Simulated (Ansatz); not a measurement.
Cartesian coordinates (Å):
```xyz
11

Zn     0.2043     0.5337    -0.1123
O      1.8669     0.1876     0.4285
C      2.1885    -0.7346     1.4363
H      3.2948    -0.7409     1.5750
H      1.8942    -1.7886     1.1999
H      1.7463    -0.4912     2.4355
O     -1.2852     1.1328    -0.8864
C     -2.5701     0.6489    -0.5958
H     -2.7089    -0.4392    -0.8193
H     -3.3090     1.1962    -1.2265
H     -2.8859     0.8041     0.4669
```
Charge 0, spin multiplicity 1.

These are frozen-core CCSD(T)/def2-TZVPP // PBE-D3(BJ)/def2-SVP (Ansatz, an electronic-structure program) values and carry that method's errors.

```yaml
HF energy: -2006.84373 Ha
MP2 correlation energy: -1.66681 Ha
```

Q: Estimate the CCSD correlation energy, the (T) correction, the total energy and the T1 diagnostic.

A: 
```json
{
  "CCSD correlation energy": "-1.60943 Ha",
  "(T) correction": "-0.04992 Ha",
  "CCSD(T) total energy": "-2008.50308 Ha",
  "T1 diagnostic": "0.017"
}
```
